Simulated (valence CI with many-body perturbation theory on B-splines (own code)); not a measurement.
# Level structure of Nb XXIX

Calculated by valence CI with perturbative core correlation (CI+MBPT): three valence electrons over a frozen Dirac-Fock core [Ne], radial functions for each j: 11 s, 11 p, 10 d, 8 f, 5 g, 2 h, with the one-electron correlation potential Σ1, the two-electron term Σ2, the three-electron term Σ3, Breit, model QED; selected CI, second order for the rest, scaled by the run's own slope (own B-spline code, finite nucleus).

No measured spectrum was set against this ion. As an estimate, large intervals hold to a few tenths of a per cent, small ones and those within an open d or f shell to about a per cent.

Levels 1 to 45 of 153, with energies above the lowest level, 3s2 3p 2P°_1/2. "Leading %" is the weight of the configuration and term that name the level; weights of strongly mixed levels are sums over their largest components and can fall short, so below about 35 % the name and the second component can differ from the true leading terms, or belong to a minority configuration. In the jj column 3d3/2^4 stands for four electrons in 3d with j = 3/2. Lifetimes count E1, E2, E3, M1 and M2 decay at the calculated energies, and are blank where another channel may lead or the interval is too uncertain; long ones can be off by a factor of two.

| No. | Configuration | Term | J | E (eV) | Leading % | Lifetime | Leading jj |
| --- | --- | --- | --- | --- | --- | --- | --- |
| 1 | 3s2 3p | 2P° | 1/2 | 0.00 | 98 |  | 3s^2 3p1/2 (98 %) |
| 2 | 3s2 3p | 2P° | 3/2 | 22.56 | 98 | 18.4 μs | 3s^2 3p3/2 (98 %) |
| 3 | 3s 3p2 | 4P | 1/2 | 64.21 | 84 | 459 ps | 3s 3p1/2^2 (80 %) |
| 4 | 3s 3p2 | 4P | 3/2 | 78.08 | 96 | 4.16 ns | 3s 3p1/2 3p3/2 (96 %) |
| 5 | 3s 3p2 | 4P | 5/2 | 84.59 | 67 | 651 ps | 3s 3p1/2 3p3/2 (85 %) |
| 6 | 3s 3p2 | 2D | 3/2 | 95.80 | 76 | 50.2 ps | 3s 3p1/2 3p3/2 (77 %) |
| 7 | 3s 3p2 | 2P | 1/2 | 105.16 | 68 | 9.61 ps | 3s 3p1/2 3p3/2 (74 %) |
| 8 | 3s 3p2 | 2D | 5/2 | 106.04 | 55 | 251 ps | 3s 3p3/2^2 (79 %) |
| 9 | 3s 3p2 | 2P | 3/2 | 126.95 | 63 | 7.11 ps | 3s 3p3/2^2 (42 %) |
| 10 | 3s 3p2 | 2S | 1/2 | 127.81 | 66 | 12.8 ps | 3s 3p3/2^2 (89 %) |
| 11 | 3s2 3d | 2D | 3/2 | 135.25 | 52 | 7.13 ps | 3s^2 3d3/2 (52 %) |
| 12 | 3s2 3d | 2D | 5/2 | 137.06 | 84 | 10.7 ps | 3s^2 3d5/2 (84 %) |
| 13 | 3p3 | 2D° | 3/2 | 166.04 | 32 | 23.9 ps | 3p1/2^2 3p3/2 (78 %) |
| 14 | 3s 3p 3d | 4F° | 3/2 | 177.81 | 73 | 52.6 ps | 3s 3p1/2 3d3/2 (82 %) |
| 15 | 3p3 | 2D° | 5/2 | 178.24 | 41 | 159 ps | 3s 3p1/2 3d3/2 (43 %) |
| 16 | 3p3 | 4S° | 3/2 | 182.18 | 48 | 14.0 ps | 3p1/2 3p3/2^2 (68 %) |
| 17 | 3s 3p 3d | 4F° | 5/2 | 183.92 | 70 | 68.6 ps | 3s 3p1/2 3d5/2 (44 %) |
| 18 | 3s 3p 3d | 4F° | 7/2 | 189.81 | 81 | 89.3 ps | 3s 3p1/2 3d5/2 (72 %) |
| 19 | 3s 3p 3d | 4D° | 3/2 | 192.93 | 56 | 10.3 ps | 3s 3p1/2 3d3/2 (59 %) |
| 20 | 3s 3p 3d | 4P° | 5/2 | 192.98 | 53 | 14.4 ps | 3s 3p1/2 3d5/2 (84 %) |
| 21 | 3s 3p 3d | 4D° | 1/2 | 193.29 | 80 | 8.79 ps | 3s 3p1/2 3d3/2 (80 %) |
| 22 | 3p3 | 2P° | 1/2 | 196.16 | 81 | 13.6 ps | 3p1/2 3p3/2^2 (81 %) |
| 23 | 3s 3p 3d | 4F° | 9/2 | 203.64 | 100 | 32.3 μs | 3s 3p3/2 3d5/2 (100 %) |
| 24 | 3s 3p 3d | 2F° | 5/2 | 204.92 | 76 | 16.1 ps | 3s 3p1/2 3d5/2 (49 %) |
| 25 | 3s 3p 3d | 2D° | 3/2 | 206.37 | 35 | 11.1 ps | 3s 3p3/2 3d3/2 (36 %) |
| 26 | 3s 3p 3d | 4D° | 5/2 | 209.03 | 62 | 9.73 ps | 3s 3p3/2 3d3/2 (80 %) |
| 27 | 3s 3p 3d | 4D° | 7/2 | 209.10 | 80 | 11.3 ps | 3s 3p3/2 3d5/2 (54 %) |
| 28 | 3s 3p 3d | 4P° | 1/2 | 209.43 | 90 | 12.3 ps | 3s 3p3/2 3d3/2 (96 %) |
| 29 | 3s 3p 3d | 2P° | 3/2 | 209.95 | 41 | 9.61 ps | 3p3/2^3 (28 %) |
| 30 | 3s 3p 3d | 4P° | 3/2 | 210.19 | 62 | 13.1 ps | 3s 3p3/2 3d3/2 (58 %) |
| 31 | 3s 3p 3d | 2D° | 5/2 | 216.15 | 55 | 12.8 ps | 3s 3p3/2 3d5/2 (86 %) |
| 32 | 3s 3p 3d | 2F° | 7/2 | 224.67 | 98 | 15.2 ps | 3s 3p3/2 3d5/2 (67 %) |
| 33 | 3s 3p 3d | 2D° | 3/2 | 224.74 | 51 | 5.72 ps | 3s 3p3/2 3d3/2 (28 %) |
| 34 | 3s 3p 3d | 2F° | 7/2 | 234.12 | 91 | 8.05 ps | 3s 3p3/2 3d5/2 (67 %) |
| 35 | 3s 3p 3d | 2F° | 5/2 | 234.61 | 85 | 5.85 ps | 3s 3p3/2 3d3/2 (83 %) |
| 36 | 3s 3p 3d | 2P° | 1/2 | 235.00 | 89 | 8.27 ps | 3s 3p3/2 3d5/2 (59 %) |
| 37 | 3s 3p 3d | 2P° | 1/2 | 238.87 | 84 | 5.11 ps | 3s 3p3/2 3d3/2 (57 %) |
| 38 | 3s 3p 3d | 2P° | 3/2 | 241.75 | 78 | 6.26 ps | 3s 3p3/2 3d5/2 (81 %) |
| 39 | 3s 3p 3d | 2D° | 5/2 | 242.69 | 72 | 5.03 ps | 3s 3p3/2 3d5/2 (78 %) |
| 40 | 3s 3p 3d | 2P° | 3/2 | 244.04 | 28 | 4.52 ps | 3s 3p3/2 3d3/2 (37 %) |
| 41 | 3p2 3d | 4F | 3/2 | 263.33 | 57 | 20.8 ps | 3p1/2^2 3d3/2 (89 %) |
| 42 | 3p2 3d | 4F | 5/2 | 270.47 | 37 | 20.7 ps | 3p1/2^2 3d5/2 (74 %) |
| 43 | 3p2 3d | 2F | 5/2 | 275.62 | 59 | 28.9 ps | 3p1/2 3p3/2 3d3/2 (84 %) |
| 44 | 3p2 3d | 2P | 3/2 | 279.73 | 44 | 13.6 ps | 3p1/2 3p3/2 3d3/2 (87 %) |
| 45 | 3p2 3d | 2F | 7/2 | 279.76 | 50 | 26.4 ps | 3p1/2 3p3/2 3d3/2 (67 %) |

Names give the largest LS component (configuration and term), which can be under half, so a name can repeat, a term be missing and a line seem to break the LS rules; names also repeat where a configuration has a term twice.

Where two levels of one J and parity lie close, their mixing, g and order are uncertain.

The ionisation energy to 3s2 1S_0 of the next ion comes out as 1501.5 eV (NIST: 1488 ± 7 eV (semi-empirical)). All 153 levels together are meant to be complete up to 736.83 eV.
